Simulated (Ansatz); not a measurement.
OV (SMILES [O]=[V]), quartet (typed; the unrestricted solution is spin-contaminated), at a GFN2-xTB geometry (such geometries of metal compounds can be far from the true shape), with bond 2-1 at 1.25 times its length; HF/def2-SV(P) (Ansatz, a first-principles code).

Here is a job for Ansatz.
Ansatz 0.2 input:
```yaml
crystal:
  periodic: [false, false, false]
  atoms:
    - {symbol: V, position_ang: [-0.00000000, -0.00000000, -0.39310740]}
    - {symbol: O, position_ang: [0.00000000, 0.00000000, 1.51100656]}
basis:
  gaussian:
    orbitals: def2-SV_P_.json
hamiltonian:
  xc: hf
magnetization: {spin_polarized: true, initial_magnetization: 3}
```
The basis file holds def2-SV(P) in the JSON format of the Basis Set Exchange.

The log (banner, timings and long lists left out):

```
Functional definition: HF
497 factors; integrals over basis functions are off by at most 2.7e-4 eV
mean field evaluation 1: about -27675.0848 eV, gradient 4.3e1 eV
mean field evaluation 2: about -27675.1415 eV, gradient 4.3e1 eV
mean field evaluation 4: about -27684.5991 eV, gradient 1.1e1 eV
mean field evaluation 8: about -27684.9708 eV, gradient 2.9e0 eV
mean field evaluation 16: about -27688.1880 eV, gradient 4.3e-1 eV
mean field evaluation 32: about -27688.2562 eV, gradient 1.8e-1 eV
mean field evaluation 64: about -27688.6911 eV, gradient 4.1e-6 eV
mean field evaluation 96: about -27685.4660 eV, gradient 3.1e0 eV
mean field evaluation 128: about -27688.0561 eV, gradient 9.3e-1 eV
mean field evaluation 160: about -27688.1991 eV, gradient 7.4e-2 eV
mean field evaluation 192: about -27687.9475 eV, gradient 7.1e-1 eV
mean field evaluation 224: about -27685.9672 eV, gradient 4.4e0 eV
mean field evaluation 256: about -27680.2438 eV, gradient 8.6e-1 eV
mean field evaluation 288: about -27688.6778 eV, gradient 2.9e-1 eV
mean field evaluation 320: about -27687.2237 eV, gradient 8.4e-1 eV
mean field evaluation 352: about -27687.7424 eV, gradient 6.3e-1 eV
mean field evaluation 384: about -27687.0040 eV, gradient 2.1e0 eV
mean field evaluation 416: about -27688.6882 eV, gradient 7.4e-2 eV
mean field evaluation 448: about -27688.5994 eV, gradient 2.9e-1 eV
mean field evaluation 480: about -27688.6812 eV, gradient 2.0e-1 eV
mean field evaluation 512: about -27687.2790 eV, gradient 6.4e0 eV
mean field evaluation 544: about -27685.9131 eV, gradient 1.6e1 eV
mean field evaluation 576: about -27687.6872 eV, gradient 5.0e-2 eV
mean field evaluation 608: about -27688.6843 eV, gradient 7.2e-2 eV
mean field evaluation 640: about -27688.6292 eV, gradient 5.4e-1 eV
mean field evaluation 672: about -27687.2752 eV, gradient 6.7e-1 eV
mean field evaluation 704: about -27688.6896 eV, gradient 1.4e-2 eV
mean field evaluation 736: about -27679.6218 eV, gradient 2.4e1 eV
mean field evaluation 768: about -27681.8661 eV, gradient 1.2e1 eV
mean field evaluation 800: about -27684.4150 eV, gradient 6.1e0 eV
mean field -27688.69113539 eV, -1017.5406311567 hartree, gradient 2.6e-6 eV, S^2 4.718944; 27 other end points of the search recorded, 0 dependent functions left out
reference -27688.69113539 eV, -1017.5406311567 hartree; 17, 14 occupied and 21, 24 virtual orbitals, 497 factors
Total energy: -27688.69113539 eV, -1017.5406311567 hartree
```
